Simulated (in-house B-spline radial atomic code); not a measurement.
S⁺. Computed with a B-spline radial atomic code. Model: non-relativistic spherical atom: semilocal Troullier-Martins pseudo-atom, one channel per l, against all electrons, high spin, G0W0 and RPA with empty states to l = 8, local potential for every l without a channel, a model core (radius 0 = none) keeps its share of the functional.

What the tables leave out is listed at the end.

The pseudopotential gives back the lowest level of each angular momentum of its own functional in the configuration it was made in; a second state of the same l is only approximately right. Exact exchange, RPA and GW see the smooth pseudo-orbitals and miss the exchange with the core, for which the functional's share stands in. The column with an uncorrelated core keeps all orbitals and exact exchange, and so separates missing core correlation from pseudisation. Only the three outermost levels and the lowest empty one were computed. RPA here is direct RPA, with no exchange kernel, and its energies carry an (l + 1/2)⁻⁴ tail. A hybrid on a potential with a model core restores only its own semilocal share of the core's exchange.

Command:
```bash
python run_psgw.py task.json out
```
Settings (lengths in bohr, energies in hartree):
```
Z                      16
electrons              15
configuration          [Ne] 3s2 3p3
generated_in           [Ne] 3s2 3p4
functional             lda,vwn
core_shells            1
radius_factor          1.15
core_correction        True
```

Run time, properties included: 22 s on 1 thread of Arm Neoverse N1 (shared host).

Given: made with LDA VWN5; model core radius 0.14 bohr; local radius 0.467 bohr; mean-field start LDA VWN5.

Valence shells of the generating configuration: 2s, 2p, 3s, 3p.

Channel: s 0.449, p 0.567 (radii in bohr).

Computed: largest level miss in the spin-unpolarised generating configuration 0.159 eV; valence RPA correlation energy all-electron orbitals -0.75371 hartree; valence RPA correlation energy pseudo -0.72888 hartree; all-electron RPA polarisability, core included 9.549 bohr³.

```tsv
level	occupied	mean-field all-electron (eV)	mean-field pseudo minus all (eV)	G0W0 all-electron (eV)	G0W0 uncorrelated core minus all (eV)	G0W0 pseudo minus all (eV)	exchange self-energy all-electron (eV)	exchange self-energy pseudo (eV)
3p up	1	-17.893	0.268	-23.171	0.006	0.3	-21.17	-20.608
3s down	1	-25.517	-0.034	-30.638	0.003	-0.094	-18.048	-17.744
3p down (empty)	0	-15.065	0.251	-10.919	0.006	0.198	-5.1219	-4.7338
```

Task: What is the pseudo-atom RPA polarisability?

Result: 9.7896 bohr³.

Given: mean-field start PBE0.

Computed: valence RPA correlation energy pseudo -0.6949 hartree; all-electron RPA polarisability, core included 8.4487 bohr³; pseudo-atom RPA polarisability 8.6556 bohr³.

```tsv
level	occupied	mean-field all-electron (eV)	mean-field pseudo minus all (eV)	G0W0 all-electron (eV)	G0W0 uncorrelated core minus all (eV)	G0W0 pseudo minus all (eV)	exchange self-energy all-electron (eV)	exchange self-energy pseudo (eV)
3p up	1	-19.491	0.276	-23.392	0.006	0.347	-21.088	-20.56
3s down	1	-26.604	0.009	-30.664	0.003	-0.054	-17.964	-17.646
3p down (empty)	0	-13.32	0.232	-10.602	0.005	0.238	-4.8764	-4.5272
```

Task: What is the valence RPA correlation energy all-electron orbitals?

Result: -0.71865 hartree.

Among the listed levels the largest G0W0 shift of the pseudo-atom is +0.35 eV, for 3p up on the PBE0 start, while leaving the core uncorrelated moves that level by +0.01 eV. So pseudisation and the lost core exchange, not the missing core correlation, make the error. Not in the tables (levels of low weight, unsolved or above zero; the highest and the empty levels are kept at any weight): on LDA the G0W0 levels 3s up (pseudo minus all +1.47 eV, weights -0.00 and 0.26); on PBE0 the G0W0 levels 3s up (pseudo minus all +0.02 eV, weights 0.39 and 0.39); no Hartree-Fock pseudo-atom is run with a model core.
